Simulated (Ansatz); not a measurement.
Molecular dynamics of H22CO11

input.yaml

```yaml
accuracy: low
crystal:
  lattice:
    - [7.120367, 0.0, 0.0]
    - [0.0, 7.120367, 0.0]
    - [0.0, 0.0, 7.120367]
  atoms:
    - { symbol: O, position: [0.15362549, 0.86027575, 0.89600887] }
    - { symbol: H, position: [0.0959625, 0.95357145, 0.81005181] }
    - { symbol: H, position: [0.112258, 0.73862563, 0.84325465] }
    - { symbol: O, position: [0.36648587, 0.44447297, 0.98761018] }
    - { symbol: H, position: [0.35844824, 0.48034114, 0.85600721] }
    - { symbol: H, position: [0.39354033, 0.30593392, 0.98803659] }
    - { symbol: O, position: [0.14062346, 0.35909007, 0.37807181] }
    - { symbol: H, position: [0.05921337, 0.33069125, 0.26842175] }
    - { symbol: H, position: [0.26665204, 0.37537904, 0.32503734] }
    - { symbol: O, position: [0.45662312, 0.0697634, -0.01491265] }
    - { symbol: H, position: [0.52121008, 0.0812112, -0.13891911] }
    - { symbol: H, position: [0.3476283, -0.01365277, -0.04417365] }
    - { symbol: O, position: [0.00585789, 0.1540795, 0.70023121] }
    - { symbol: H, position: [0.06556051, 0.22590052, 0.59863459] }
    - { symbol: H, position: [-0.0005162, 0.23863059, 0.80873306] }
    - { symbol: O, position: [0.9983515, 0.56924981, 0.67631166] }
    - { symbol: H, position: [0.86709685, 0.57954314, 0.63692294] }
    - { symbol: H, position: [1.06004703, 0.5202561, 0.56316412] }
    - { symbol: O, position: [0.90851157, 0.21949656, 0.09900582] }
    - { symbol: H, position: [0.92708605, 0.09000547, 0.15099833] }
    - { symbol: H, position: [0.77345553, 0.22996076, 0.08147338] }
    - { symbol: O, position: [0.65737331, 0.49360993, 0.45596529] }
    - { symbol: H, position: [0.7461966, 0.44944648, 0.36173933] }
    - { symbol: H, position: [0.59107872, 0.59669209, 0.38620482] }
    - { symbol: O, position: [0.62035484, 0.13383889, 0.6463487] }
    - { symbol: H, position: [0.60584741, 0.25882427, 0.59005841] }
    - { symbol: H, position: [0.75839299, 0.12183476, 0.65527491] }
    - { symbol: O, position: [0.46100825, 0.72671475, 0.23757669] }
    - { symbol: H, position: [0.50183955, 0.8414539, 0.17261661] }
    - { symbol: H, position: [0.42489801, 0.63925164, 0.13584805] }
    - { symbol: O, position: [-0.02740201, 0.90291856, 0.29625795] }
    - { symbol: C, position: [0.13030902, 0.8992925, 0.36468158] }
    - { symbol: H, position: [0.24118886, 1.00069746, 0.32295674] }
    - { symbol: H, position: [0.16423034, 0.80128338, 0.4822559] }
basis:
  ecutwfc: 420.0
kpoints:
  mp_grid: { grid: [1, 1, 1] }
hamiltonian:
  xc: pbe
  dispersion: d3bj
scf:
  occupations: { method: fermi_dirac, width: 0.02 }
  lower_state_search: "off"
md:
  timestep: 0.5
  n_steps: 270
  ensemble: nvt_langevin
  temperature: 1500.0
  initial_velocities: maxwell_boltzmann
  seed: 476368
  friction: 0.02
```

Run as:

```bash
$ ansatz run input.yaml --threads 1 --pin off --max-ram 3072MiB --backend cpu --events-out ev --progress --plain --runs-dir out
```

It starts from a partly relaxed structure (largest force component 0.42 eV/Å).

Output, in part (step lines):

```
md step     0: t =     0.00 fs  T =  1455.9 K  F+E_penalty+E_count = -6846.39654896 eV  E_kin = 6.398370 eV  (9 SCF iters)
[... lines left out ...]
```

The steps, from the saved trajectory:

```tsv
time (fs)	T (K)	potential energy less start (eV)
0.0	1456	0.000
4.5	1116	1.969
9.0	1091	2.284
13.5	1118	2.780
18.0	941	3.637
22.5	1099	3.056
27.0	973	4.164
31.5	1356	3.900
36.0	1103	5.096
40.5	1188	3.888
45.0	1242	4.244
49.5	1322	4.717
54.0	1427	4.079
58.5	1500	3.875
63.0	1295	4.096
67.5	1306	4.429
72.0	1286	4.425
76.5	1346	4.926
81.0	1147	5.518
85.5	1210	5.226
90.0	942	6.749
94.5	1165	5.747
99.0	1286	5.594
103.5	1743	5.038
108.0	1448	6.030
112.5	1418	5.585
117.0	1401	5.488
121.5	1217	5.439
126.0	1479	4.322
130.5	1287	6.017
135.0	1475	6.146
```

All steps were run. The mean temperature of the second half is 12 % below the set value. A run of 0.14 ps of so small a system gives no equilibrium averages. Limits of this set-up: coarse k mesh, low accuracy level.

Mean squared displacements from the first frame to the last, about the centre of mass: O 0.90 Å², H 2.16 Å², C 0.46 Å².

Last frame:

```xyz
34
Lattice="7.1204 0.0000 0.0000 0.0000 7.1204 0.0000 0.0000 0.0000 7.1204" Properties=species:S:1:pos:R:3
O 1.426 6.302 7.008
H 1.298 7.177 6.616
H 0.692 5.820 6.500
O 1.638 3.071 6.864
H 1.502 2.449 7.695
H 2.318 2.475 6.412
O 2.355 2.287 3.241
H 2.686 2.215 2.354
H 3.271 1.983 3.530
O 3.254 1.009 -0.329
H 3.921 0.597 -0.887
H 2.965 0.634 0.502
O -0.041 0.531 5.281
H 0.339 1.389 5.161
H -0.555 0.685 6.097
O 6.703 3.972 5.865
H 7.408 3.982 6.581
H 5.883 3.924 6.146
O 6.330 0.655 0.540
H 6.978 -0.052 0.831
H 5.460 0.759 1.070
O 4.767 4.372 3.550
H 4.259 4.126 4.266
H 4.278 3.981 2.846
O 4.563 0.043 4.203
H 4.449 -0.921 3.783
H 5.388 0.029 4.558
O 3.631 4.643 0.982
H 4.247 5.042 0.219
H 2.849 4.273 0.595
O 0.086 6.285 3.243
C 1.240 6.797 3.201
H 1.482 6.779 2.137
H 2.190 6.633 3.687
```

Run time: 9.8 min on 1 thread of Arm Neoverse V1, on a shared host, peak memory 0.4 GiB.
